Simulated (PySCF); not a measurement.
C2H6N, SMILES [N](C)C, multiplicity 2. Geometry optimised at PBE0-D3(BJ)/def2-TZVP. The isomer is the one that the SMILES or the coordinates give; other isomers of the formula were not compared.

Computed equilibrium geometry at PBE0-D3(BJ)/def2-TZVP (PySCF confirms it by a frequency run) as a Z-matrix, and its point group:
point group C2.
```
N
C 1 1.4273
H 2 1.0908 1 110.77
H 2 1.1016 3 108.72 1 122.52
H 2 1.1016 3 108.68 4 115.07
C 1 1.4273 2 111.73 3 179.72
H 6 1.0908 1 110.77 2 179.72
H 6 1.1016 7 108.72 1 122.52
H 6 1.1016 7 108.68 8 115.07
```
Charge 0, spin multiplicity 2.
